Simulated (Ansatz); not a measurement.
This geometry of C2H8BrNSi (13 atoms, charge 0, multiplicity 1) is a first-order saddle point.

The calculation used Ansatz, RKS PBE0-D4/def2-SVP.

```xyz
13
Properties=species:S:1:pos:R:3
N 0.013 1.869 1.316
C -0.434 1.058 0.221
Si 0.517 -0.575 0.182
C -0.176 -1.795 -1.094
Br -0.136 -0.994 -2.870
H 0.052 1.500 2.251
H 0.376 2.795 1.165
H -1.532 0.881 0.204
H -0.217 1.571 -0.731
H 1.961 -0.330 -0.112
H 0.412 -1.232 1.527
H -1.224 -2.058 -0.891
H 0.408 -2.724 -1.152
```

Q: Which two structures does it join? (They come from a converged band through this point; their orientation in space is the band's.)

A: No bond is made or broken. The height of N1 over the plane of its neighbours goes from 0.38 to -0.37 Å.

First end point:

```xyz
13
Properties=species:S:1:pos:R:3
N -0.142 2.016 1.262
C -0.558 1.054 0.246
Si 0.489 -0.524 0.200
C -0.071 -1.764 -1.120
Br 0.005 -0.937 -2.883
H -0.150 1.595 2.189
H 0.815 2.323 1.097
H -1.618 0.790 0.407
H -0.535 1.536 -0.745
H 1.921 -0.170 -0.045
H 0.405 -1.207 1.534
H -1.110 -2.092 -0.970
H 0.570 -2.655 -1.158
```

Last end point:

```xyz
13
Properties=species:S:1:pos:R:3
N 0.181 1.878 1.288
C -0.324 1.060 0.197
Si 0.605 -0.583 0.178
C -0.172 -1.785 -1.065
Br -0.184 -0.999 -2.848
H -0.102 1.497 2.188
H -0.188 2.825 1.244
H -1.423 0.883 0.188
H -0.096 1.550 -0.764
H 2.042 -0.385 -0.166
H 0.510 -1.225 1.531
H -1.216 -2.023 -0.818
H 0.388 -2.728 -1.138
```

Q: How far does it lie above each of them?

A: 16.2 kJ/mol above the first and 18.3 kJ/mol above the second. This is the barrier of this one path; another mechanism may lie lower.

The run took 2.3 min on 2 threads of Intel(R) Xeon(R) Platinum 8488C (Sapphire Rapids), on a shared host, peak memory 0.38 GiB.
